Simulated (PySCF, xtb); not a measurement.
C2H8BNO2, SMILES COCB(N)O. The values are those of a single conformer.

Harmonic wavenumbers (cm⁻¹) from GFN2-xTB (xtb) at its own minimum, in rising order: 58, 99, 142, 233, 310, 372, 420, 442, 465, 538, 559, 777, 841, 851, 968, 990, 1104, 1136, 1161, 1214, 1216, 1325, 1394, 1409, 1473, 1485, 1497, 1515, 2800, 2842, 2874, 2902, 3018, 3518, 3569, 3658.

### Question
What does PBE-D3(BJ)/def2-SVP in PySCF give at its own minimum? (Estimate from the structure and the level; the computed values follow.)

### Answer
64, 102, 155, 244, 323, 382, 391, 428, 454, 467, 612, 776, 867, 869, 972, 997, 1136, 1152, 1173, 1201, 1229, 1356, 1399, 1401, 1402, 1415, 1448, 1546, 2841, 2867, 2878, 2928, 3051, 3527, 3644, 3773. Paired by order, the mean absolute difference is 27 cm⁻¹ and the zero-point energies are 70.3 and 70.7 kcal/mol.
